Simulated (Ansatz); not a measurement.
Total energies of `PSC=[Se]`.

```xyz
7

P    -0.449    1.453   -0.282
S    -0.335   -0.362    0.823
C     0.672   -1.294   -0.207
Se    1.163   -2.945    0.150
H    -1.855    1.611   -0.180
H    -0.188    2.319    0.811
H     0.992   -0.783   -1.115
```

Total charge 0; spin multiplicity 1. Correlated methods include outer-core shells of Se, which these sets cover unevenly. Scalar relativity is left out up to krypton. All single points use the PBE0-D4/def2-TZVP geometry. It is one conformer, not always the lowest. Basis def2-TZVPP, the Gaussian-basis code of Ansatz.

RPA on PBE orbitals: Hartree–Fock energy of these orbitals -3177.67199 Eh, correlation -1.23704 Eh (frozen core).

```tsv
functional	energy without D4 (Eh)	D4 term (kJ/mol)
LDA (SPW92)	-3174.61432	–
PBE	-3180.29354	-20.8
BLYP	-3181.04876	-45.7
r2SCAN	-3180.94173	-4.7
B97M-V	-3180.40197	–
PBE0	-3180.42741	-17.6
B3LYP	-3181.10054	-34.2
r2SCANh	-3180.93036	-5.2
r2SCAN0	-3180.91475	-5.8
HSE06 (plane-wave form)	-3180.41445	-16.6
BHLYP	-3180.97728	-28.6
LC-ωPBE	-3180.43626	–
ωB97M-V	-3180.82712	–
B2PLYP	-3180.36304	–
```

(1) Give the same for revPBE, CAM-B3LYP, ωB97X-V, PBE-QIDH. (Best estimate.)

B3LYP takes the VWN-RPA correlation (the form of Gaussian; ORCA's B3LYP/G). HSE06 is the plane-wave form, built on full-range PBE exchange. The double hybrids freeze the cores in their second-order part.

## Answers

(1) The calculation gave: 
```csv
functional,energy without D4 (Eh),D4 term (kJ/mol)
revPBE,-3180.68847,-57.9
CAM-B3LYP,-3181.13841,-18.2
ωB97X-V,-3180.67263,–
PBE-QIDH,-3179.92766,–
```

LC-ωPBE has ω = 0.4 bohr⁻¹.
